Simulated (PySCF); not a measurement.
Cl, charge -1, singlet (in this run its highest filled SCF level lies above zero, so its values depend strongly on the basis, on diffuse functions most of all). Base run: BLYP/def2-TZVP (PySCF).

PySCF was given this input:
```python
from pyscf import gto, scf, dft

mol = gto.Mole()
mol.atom = '''
    Cl    0.000000    0.000000    0.000000
'''
mol.basis = 'def2-tzvp'
mol.charge = -1
mol.spin = 0
mol.verbose = 4
mol.build()

mf = dft.RKS(mol)
mf.xc = 'blyp'
mf.kernel()
mf.analyze()
```

Variants of this job, named by their change:

```tsv
change	ΔE vs base (mEh)	SCF cycles	outcome
base	0.000	7	converged
init_guess = vsap	0.000	7	converged
level_shift = 0.3 (with mf.max_cycle = 100)	0.000	12	converged
diis_space = 2	0.000	7	converged
level_shift = 0.1 (with mf.max_cycle = 100)	0.000	9	converged
init_guess = sap	0.000	7	converged
init_guess = huckel	0.000	7	converged
solver = newton; init_guess = 1e	0.000	-	converged
solver = newton	0.000	-	converged
init_guess = mod_huckel	0.000	7	converged
diis_space = 20	0.000	7	converged
conv_tol = 1e-12	0.000	8	converged
diis = off (with mf.max_cycle = 100)	-	100	not converged
```
